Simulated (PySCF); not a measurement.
## LiBi⁺, HF: how much the basis matters

PySCF, UHF reference; quartet, unpaired electrons σ ↑, π ↑↑; De to Li⁺ + Bi without counterpoise correction.

```tsv
basis	relativity	functions	Re (Å)	ωe (cm⁻¹)	De (eV)	μ (D)
cc-pVDZ/cc-pVDZ-PP	scalar-relativistic core potentials	37	3.080	207	n/a	-10.91
def2-SVPD	scalar-relativistic core potentials	44	3.133	181	n/a	-11.14
aug-cc-pVDZ/aug-cc-pVDZ-PP	scalar-relativistic core potentials	55	3.087	201	n/a	-10.78
```

Problem. How does each smaller set differ from the one with most functions, aug-cc-pVDZ/aug-cc-pVDZ-PP?

Solution. cc-pVDZ/cc-pVDZ-PP: -0.7 pm, +3.0 % in ωe; def2-SVPD: +4.6 pm, -10.0 % in ωe. All at HF; the set with most functions is neither the basis-set limit nor always the best.

A positive dipole points towards Bi; it is taken about the centre of mass and depends on that origin. Spin–orbit coupling is left out, which matters for elements this heavy, above all for dissociation energies. Hartree–Fock leaves out correlation, which carries a large part of most bond energies and some tenths to 1 eV of ionisation energies. The state was picked by a PBE0 search and need not be the measured ground state.
